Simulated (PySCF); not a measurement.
## Functional benchmark on one molecule

Molecule: `CCC(C)(F)CC`, C$_{6}$H$_{13}$F.

Geometry:
```tsv
atom	x (Å)	y (Å)	z (Å)
C1	2.028	1.132	0.406
C2	1.337	-0.205	0.196
C3	0.223	-0.189	-0.849
C4	-0.334	-1.583	-1.073
F5	0.807	0.206	-2.058
C6	-0.872	0.839	-0.569
C7	-1.615	0.669	0.745
H8	2.382	1.535	-0.554
H9	1.359	1.878	0.860
H10	2.897	1.024	1.071
H11	0.925	-0.584	1.145
H12	2.075	-0.955	-0.136
H13	-0.787	-1.986	-0.156
H14	0.472	-2.263	-1.385
H15	-1.098	-1.567	-1.864
H16	-0.409	1.838	-0.616
H17	-1.578	0.797	-1.415
H18	-2.110	-0.311	0.817
H19	-2.397	1.436	0.849
H20	-0.945	0.768	1.613
```

Geometry PBE0-D3(BJ)/def2-SVP throughout; GIAO in PySCF 2.14.0 with density-fitted response routines, gas phase, one conformer, non-relativistic; equivalent atoms averaged; basis pcSseg-1.

Reference values (measured; G. Saielli, R. Bini, A. Bagno, Computational 19F NMR. 2. Organic compounds, RSC Adv. 2014, ESI (exp. from Berger-Braun-Kalinowski 1994 and Everett 1995)): δ(F5) = -149.1 ppm vs CFCl3. Computed shifts are taken against CFCl3, calculated as an isolated molecule at each level.

**Question.** How do the functionals LDA, BP86, OPBE, KT2, PBE0, WP04, BHandHLYP, LC-wPBE perform against the reference? Times are CPU seconds on shared hosts with different chips, so compare them loosely.

**Answer.** 
```tsv
functional	kind	F5	abs. error F	core-s
LDA	LDA	-192.2	43.1	24
BP86	GGA	-189.6	40.5	29
OPBE	GGA	-183.3	34.2	32
KT2	GGA	-192.8	43.7	42
PBE0	global hybrid	-172.9	23.8	40
WP04	global hybrid	-173.8	24.7	19
BHandHLYP	global hybrid	-160.9	11.8	19
LC-wPBE	range-separated hybrid	-155.9	6.8	42
```

For ¹⁹F the closest is LC-wPBE (6.8 ppm) and the furthest KT2 (43.7 ppm). One molecule is a small sample, and vibrational and solvent effects are absent from the calculation.
